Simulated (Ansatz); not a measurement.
```yaml
crystal:
  periodic: [false, false, false]
  atoms:
    - {symbol: S, position_ang: [-1.057370, 0.754552, -0.464459]}
    - {symbol: C, position_ang: [0.155482, 0.501893, -0.217763]}
    - {symbol: Ge, position_ang: [0.300660, -0.505309, 0.379177]}
    - {symbol: H, position_ang: [-1.315834, 0.063095, -0.729244]}
    - {symbol: H, position_ang: [0.371472, 0.992570, 0.144893]}
    - {symbol: H, position_ang: [0.549744, 0.488745, -0.778091]}
    - {symbol: H, position_ang: [1.344306, -0.719978, 0.549580]}
    - {symbol: H, position_ang: [-0.196074, -1.371652, -0.107221]}
    - {symbol: H, position_ang: [-0.152488, -0.418572, 1.209652]}
basis:
  gaussian: {orbitals: STO-3G}
total_charge: 1
magnetization: {spin_polarized: true, initial_magnetization: 1}
hamiltonian: {xc: {name: B3LYP5}}
output: {forces: true}
```

```sh
$ ansatz run in.yaml --threads 2 --pin off --events-out ev --progress --plain --max-ram 4352MiB
```

Output, abridged:

```
Functional definition: B3LYP5
438 factors; integrals over basis functions are off by at most 3.9e-5 eV
mean field evaluation 1: about -67595.3944 eV, gradient 9.4e1 eV
mean field evaluation 2: about -67612.7365 eV, gradient 3.8e1 eV
mean field evaluation 4: about -67620.9146 eV, gradient 1.6e0 eV
mean field evaluation 8: about -67620.9333 eV, gradient 2.9e-2 eV
mean field -67620.93332110 eV, -2485.0234644355 hartree, gradient 6.5e-5 eV, S^2 0.750586; 0 other end points of the search recorded, 0 dependent functions left out
reference -67620.93346306 eV, -2485.0234696523 hartree; 30, 29 occupied and 8, 9 virtual orbitals, 438 factors
Total energy: -67620.93346306 eV, -2485.0234696523 hartree
Atom 0 at    -1.057370     0.754552    -0.464459 Å, force   -26.095818    91.903238    16.638353 eV/Å
Atom 1 at     0.155482     0.501893    -0.217763 Å, force   -19.672729     1.563149   -22.971837 eV/Å
Atom 2 at     0.300660    -0.505309     0.379177 Å, force    19.445506   -60.960174    23.202334 eV/Å
Atom 3 at    -1.315834     0.063095    -0.729244 Å, force   -29.218070   -75.593454   -31.018294 eV/Å
Atom 4 at     0.371472     0.992570     0.144893 Å, force    25.680372    57.049294    37.489939 eV/Å
Atom 5 at     0.549744     0.488745    -0.778091 Å, force    33.811701     1.508055   -47.096505 eV/Å
Atom 6 at     1.344306    -0.719978     0.549580 Å, force    18.413197    -3.774125     2.267763 eV/Å
Atom 7 at    -0.196074    -1.371652    -0.107221 Å, force    -7.003517   -14.254149    -8.097177 eV/Å
Atom 8 at    -0.152488    -0.418572     1.209652 Å, force   -15.360643     2.558166    29.585424 eV/Å
Dipole moment:    -0.277634     0.443378    -0.477007 e Å
```

In this input the geometry is squeezed to about two thirds of its size. Self-consistency was reached. The result belongs to that input, not to the molecule as meant.
